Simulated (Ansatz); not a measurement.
Program: Ansatz. Geometries: PBE0-D4/def2-TZVP. ΔE: electronic, gas phase. CBS: MP2 limit from def2 TZ/QZ plus the TZ coupled-cluster correction, frozen cores. Functionals use def2-TZVPP. B3LYP here is the variant with VWN-RPA as its local correlation; programs differ in this. Each species was taken in one conformer, which may not be the lowest.

Consider the cleavage of the Al–Si bond: `N[Si](N)([AlH2])[SiH3]` + `OC[SiH](F)F` → `F[SiH](F)C[O][AlH2]` + `N[SiH](N)[SiH3]`.

| level | ΔE (kcal/mol) | difference from CCSD(T)/CBS |
| --- | --- | --- |
| PBE-D4 | -31.6 | 5.6 |
| r2SCAN-D4 | -36.6 | 0.6 |
| PBE0-D4 | -33.0 | 4.2 |
| B3LYP-D4 | -37.8 | -0.6 |
| ωB97X-V | -37.3 | -0.1 |
| ωB97M-V | -38.6 | -1.4 |
| B2PLYP | -39.5 | -2.3 |
| PBE | -32.0 | 5.2 |
| r2SCAN | -36.7 | 0.5 |
| PBE0 | -33.5 | 3.7 |
| B3LYP | -38.5 | -1.3 |
| HF/def2-TZVPP | -42.4 | -5.2 |
| MP2/def2-TZVPP | -39.9 | -2.7 |
| SCS-MP2/def2-TZVPP | -40.4 | -3.2 |
| CCSD/def2-TZVPP | -38.4 | -1.2 |
| CCSD(T)/def2-TZVPP | -37.6 | -0.4 |
| HF/def2-QZVPP | -42.8 | -5.6 |
| MP2/def2-QZVPP | -39.8 | -2.6 |
| SCS-MP2/def2-QZVPP | -40.3 | -3.1 |
| HF/CBS(def2) | -42.9 | -5.7 |
| MP2/CBS(def2) | -39.5 | -2.3 |
| CCSD/CBS(def2) | -38.0 | -0.8 |
| CCSD(T)/CBS | -37.2 | 0 |

Largest T1 diagnostic among the species: 0.013.

In def2-TZVPP, CCSD(T) changes the Hartree–Fock value by +4.8 kcal/mol (the triples alone add +0.8 kcal/mol) and MP2 by +2.5 kcal/mol. The D4 term adds +0.7 kcal/mol with B3LYP and +0.4 kcal/mol with PBE0; it sums over pairs of atoms, weighted by their polarisabilities, and B3LYP, whose exchange is more repulsive, gets the larger term.
